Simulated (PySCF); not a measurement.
Zn(H)(F), HFZn, SMILES [ZnH][F] (CAM-B3LYP/def2-SVP optimised geometry):

```
3

Zn     0.115     0.001     0.000
H      1.620     0.001     0.000
F     -1.620    -0.001    -0.002
```

Level of theory: CAM-B3LYP/def2-TZVP (PySCF 2.14.0).

Q: What are the frontier orbital energies and the dipole moment?

A: HOMO-2 -11.79 eV, HOMO-1 -11.79 eV, HOMO -11.16 eV, LUMO 0.27 eV, LUMO+1 0.27 eV; dipole moment 2.13 D.

On the same geometry PBE/def2-TZVP (PySCF) gives HOMO-2 -8.45 eV, HOMO-1 -8.27 eV, HOMO -8.27 eV, LUMO -1.37 eV, LUMO+1 -1.16 eV; dipole moment 1.99 D.

Meta-Löwdin charges at CAM-B3LYP/def2-TZVP: Zn1 1.11, H2 -0.34, F3 -0.77.
